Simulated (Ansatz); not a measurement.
A structure relaxed at r2SCAN-D4/def2-SVP in Ansatz, charge 0, singlet:

```csv
atom,x (Å),y (Å),z (Å)
Sn1,1.678,-0.610,1.904
Sn2,-2.073,1.369,-0.710
Sn3,-2.311,-2.405,-0.389
O4,-1.661,-0.658,-0.919
O5,0.933,-1.798,0.126
O6,3.462,-0.428,1.021
O7,-0.407,1.332,0.991
O8,0.877,0.927,0.549
O9,-0.970,-3.490,0.339
O10,-0.512,1.875,-1.967
O11,0.330,2.807,-1.219
O12,-0.355,2.724,1.399
H13,0.259,-2.574,0.252
H14,3.422,-0.486,0.055
H15,-0.120,3.125,0.516
H16,0.961,2.160,-0.823
H17,-3.960,-2.721,-0.702
H18,0.447,-1.147,-0.423
```

(1) Give its formula.

(2) Summarise the bond lengths by kind (pairs closer than 1.2 times the sum of covalent radii, bridged metal pairs left out).

Results:

(1) Sn₃O₉H₆ (the lowest singlet isomer of a short search).

(2) 8 × O–Sn 1.87 to 2.38 Å; 3 × O–O 1.42 to 1.46 Å; 5 × H–O 0.97 to 1.04 Å; 1 × H–Sn 1.71 Å.

In the def2 sets Sn takes a core potential; there is no spin–orbit coupling. The structure holds 3 bonds between oxygen atoms, so isomers without such links may lie far lower. The structure comes from a short search, and lower isomers may exist.
